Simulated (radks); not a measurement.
The numbers below are computed, except where a source is named.
Problem. The mean radii <r> (bohr) of the occupied orbitals of an atom or ion are listed with their occupations. Level of theory: scalar-relativistic Kohn-Sham, PBE, spin-polarised, spherical densities, finite nucleus; Fermi nuclear charge, rms radius of each element as measured or else 0.836 A^(1/3) + 0.57 fm (a radial shooting solver on a logarithmic mesh with Libxc functionals).

orbital  occ.      <r>
1s up       1  0.01687
1s down     1  0.01687
2s up       1  0.07114
2s down     1  0.07114
2p up       3  0.06424
2p down     3  0.06424
3s up       1   0.1839
3s down     1   0.1839
3p up       3   0.1851
3p down     3   0.1851
3d up       5   0.1677
3d down     5   0.1677
4s up       1   0.4071
4s down     1   0.4071
4p up       3   0.4335
4p down     3   0.4335
4d up       5   0.4584
4d down     5   0.4582
5s up       1   0.9234
5s down     1   0.9197
4f up       7   0.4985
4f down     7   0.4972
5p up       3    1.059
5p down     3    1.053
5d up       5    1.406
5d down     2    1.405
6s up       1    2.220

Name the element and its charge. Open shells, if any, are filled with parallel spins first.

Solution. Z = 79, gold, charge +3: Au3+ in [Xe] 4f14 5d7 6s1. The 1s radius gives Z: for a bare nucleus <r> = (2 gamma + 1)/(2Z) with gamma = sqrt(1 - (Z/c)^2), 0.01667 bohr for Z = 79, and screening makes it slightly larger (0.01687 here). The occupations add up to 76, and the charge is Z minus that.
